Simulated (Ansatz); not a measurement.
Ansatz (a first-principles code) input (PBE/def2-TZVP):

Ansatz 0.2 input:
```yaml
crystal:
  periodic: [false, false, false]
  atoms:
    - {symbol: As, position_ang: [0.00033660, 0.00016035, 0.07075368]}
    - {symbol: H, position_ang: [-0.77588161, -1.00630342, -0.77234040]}
    - {symbol: H, position_ang: [-0.48756954, 1.16924784, -0.77864239]}
    - {symbol: H, position_ang: [1.25234329, -0.16823587, -0.78388871]}
basis:
  gaussian:
    orbitals: def2-TZVP
hamiltonian:
  xc: {name: PBE}
relax: {f_tol: 0.003, max_steps: 100}
```

End of the output:

```
relax step   2: F+E_penalty+E_count = -60880.48951210 eV  Δ(F+E_penalty+E_count) = -3.381e-3 eV  max|allowed force component| = 4.484e-2 eV/Å  Δτ_max = 0.0177 Å  (25 SCF iters, accepted)
these checks for a lower state are left out or cut short: starts, cluster_reference, orbital_swaps, neighbouring_geometries, increment
integrals: 0.01 GiB planned
505 factors; their error is unknown
mean field: 0.12 GiB planned
mean field -60880.48980538 eV, -2237.3167340696 hartree, gradient 3.2e-6 eV, S^2 0.000000; 0 other end points of the search recorded, 0 dependent functions left out
the calculation of the forces begins
reference -60880.48983457 eV, -2237.3167351423 hartree; 18, 18 occupied and 48, 48 virtual orbitals, 505 factors
relax step   3: F+E_penalty+E_count = -60880.48980538 eV  Δ(F+E_penalty+E_count) = -2.933e-4 eV  max|allowed force component| = 9.679e-3 eV/Å  Δτ_max = 0.0064 Å  (28 SCF iters, accepted)
these checks for a lower state are left out or cut short: starts, cluster_reference, orbital_swaps, neighbouring_geometries, increment
integrals: 0.01 GiB planned
505 factors; their error is unknown
mean field: 0.12 GiB planned
mean field evaluation 32: about -60880.4898 eV, gradient 4.5e-2 eV
mean field -60880.48981939 eV, -2237.3167345843 hartree, gradient 3.1e-5 eV, S^2 0.000000; 0 other end points of the search recorded, 0 dependent functions left out
the calculation of the forces begins
reference -60880.48984857 eV, -2237.3167356567 hartree; 18, 18 occupied and 48, 48 virtual orbitals, 505 factors
relax step   4: F+E_penalty+E_count = -60880.48981939 eV  Δ(F+E_penalty+E_count) = -1.400e-5 eV  max|allowed force component| = 6.959e-5 eV/Å  Δτ_max = 0.0011 Å  (17 SCF iters, accepted)
integrals: 0.01 GiB planned
505 factors; their error is unknown
mean field: 0.12 GiB planned
mean field -60880.48981939 eV, -2237.3167345843 hartree, gradient 3.1e-5 eV, S^2 0.000000; 1 other end points of the search recorded, 0 dependent functions left out
the calculation of the forces begins
reference -60880.48984857 eV, -2237.3167356567 hartree; 18, 18 occupied and 48, 48 virtual orbitals, 505 factors
Total energy: -60880.48984857 eV, -2237.3167356567 hartree
Atom 0 at     0.000409     0.000196     0.085865 Å, force    -0.000000    -0.000000    -0.000070 eV/Å
Atom 1 at    -0.775289    -1.005512    -0.777383 Å, force     0.000006     0.000007     0.000023 eV/Å
Atom 2 at    -0.487212     1.168304    -0.783679 Å, force     0.000003    -0.000008     0.000023 eV/Å
Atom 3 at     1.251320    -0.168119    -0.788921 Å, force    -0.000008     0.000001     0.000023 eV/Å
Dipole moment:    -0.000243    -0.000116    -0.051118 e Å
```
